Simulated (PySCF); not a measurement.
A structure optimised at PBE-D3(BJ)/def2-SVP, used in a PySCF frequency run:

```
S
F 1 1.6134
F 1 1.6134 2 100.72
F 1 1.6880 2 87.92 3 87.49
F 1 1.6880 2 87.92 4 -174.98
```
Charge 0, spin multiplicity 1.

Task: Write its SMILES, formula and point group.

Result: FS(F)(F)F, F₄S, C2v

Task: What are its rotational constants (standard atomic weights)?

Result: 6.1376, 3.8400, 3.0340 GHz
